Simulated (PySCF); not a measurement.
B3LYP has the VWN-RPA correlation part, as in Gaussian. Excitations are Tamm–Dancoff values on a coarser integration grid. The basis has no diffuse functions, so Rydberg states are missing or too high.

Cartesian coordinates (Å):
SMILES: C#CC#CN
```xyz
8

C      2.7531     0.1549     0.9993
C      1.5841     0.0662     0.7098
C      0.2678    -0.0326     0.3833
C     -0.9035    -0.1109     0.0883
N     -2.1972    -0.2546    -0.2111
H      3.7806     0.2315     1.2545
H     -2.4321    -0.3708    -1.1856
H     -2.8527     0.3164     0.3014
```
Charge 0, multiplicity 1.

Give the HOMO, S1 excitation (TDA) and HOMO–LUMO gap at the level B3LYP-D3(BJ)/def2-TZVP in PySCF.


The HOMO is -6.05 eV and the S1 excitation (TDA) is 4.01 eV. The HOMO–LUMO gap is 5.44 eV.
